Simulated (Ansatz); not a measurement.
Geometry optimisation, RKS B3LYP-D4/def2-SVP in Ansatz 0.2.0.

Input file:

```yaml
crystal:
  periodic: [false, false, false]
  atoms:
    - { symbol: Zr, position_ang: [-0.027819, 0.095685, 0.042647] }
    - { symbol: "N", position_ang: [-0.001693, 0.045243, 2.193259] }
    - { symbol: H, position_ang: [-0.83743, -0.136755, 2.751633] }
    - { symbol: H, position_ang: [0.655895, 0.587363, 2.756189] }
    - { symbol: Cl, position_ang: [2.141566, 0.386767, -0.794387] }
    - { symbol: Cl, position_ang: [-1.212165, 2.026116, -0.565816] }
    - { symbol: Cl, position_ang: [-1.310324, -1.689423, -0.776779] }
    - { symbol: F, position_ang: [1.472019, -2.405706, 1.29108] }
    - { symbol: H, position_ang: [1.096252, -1.90649, 1.980274] }
basis:
  gaussian: { orbitals: def2-SVP }
hamiltonian:
  xc: b3lyp
  dispersion: d4
relax:
  f_tol: 0.03
  max_steps: 50
output:
  orbitals: {}
```

Run as:

```bash
$ ansatz run input.yaml --threads 4 --pin off --max-ram 5120MiB --backend cpu --events-out ev --progress --plain --runs-dir out
```

**Question.** Where does it end, and by what steps?

**Answer.** It converged. The force dipped under the threshold on the way, but the program's further checks kept it going. After 26 steps the energy has fallen by 2.205 eV; F8 moved furthest, 1.71 Å. Parted: F8–H9 (0.93 → 2.90 Å). Joined: Zr1–F8 (3.17 → 1.91 Å), N2–H9 (2.25 → 1.02 Å).

| step | energy less start (eV) | largest force component (eV/Å) | accepted |
| --- | --- | --- | --- |
| 0 | 0.0000 | 1.870 | yes |
| 1 | -0.2028 | 1.125 | yes |
| 2 | -0.3292 | 0.720 | yes |
| 3 | -0.3781 | 0.837 | yes |
| 4 | -0.4337 | 0.606 | yes |
| 5 | -0.5283 | 0.860 | yes |
| 6 | -0.7399 | 2.255 | yes |
| 7 | -0.7822 | 7.393 | yes |
| 8 | -1.3065 | 1.924 | yes |
| 9 | -1.5147 | 1.321 | yes |
| 10 | -1.7421 | 0.862 | yes |
| 11 | -1.9015 | 0.370 | yes |
| 12 | -1.9432 | 0.586 | yes |
| 13 | -1.9452 | 0.304 | yes |
| 14 | -1.9688 | 0.370 | yes |
| 15 | -1.9875 | 0.261 | yes |
| 16 | -2.0258 | 0.442 | yes |
| 17 | -2.0758 | 0.597 | yes |
| 18 | -2.1321 | 0.668 | yes |
| 19 | -2.1935 | 0.159 | yes |
| 20 | -2.2027 | 0.140 | yes |
| 21 | -2.2042 | 0.034 | yes |
| 22 | -2.2048 | 0.036 | yes |
| 23 | -2.2051 | 0.009 | yes |
| 24 | -2.2051 | 0.047 | yes |
| 25 | -2.2052 | 0.042 | yes |
| 26 | -2.2053 | 0.002 | yes |

```xyz
9
Properties=species:S:1:pos:R:3
Zr -0.031 -0.660 -0.004
N 0.527 -0.003 2.279
H -0.251 -0.172 2.921
H 0.764 0.989 2.357
Cl 2.170 0.149 -0.396
Cl -1.742 0.959 0.326
Cl -0.589 -1.418 -2.177
F -0.200 -2.314 0.935
H 1.329 -0.528 2.637
```

The run took 87 s on 4 threads of Intel(R) Xeon(R) Platinum 8259CL CPU @ 2.50GHz (Skylake/Cascade Lake) (shared host), peak memory 0.39 GiB.
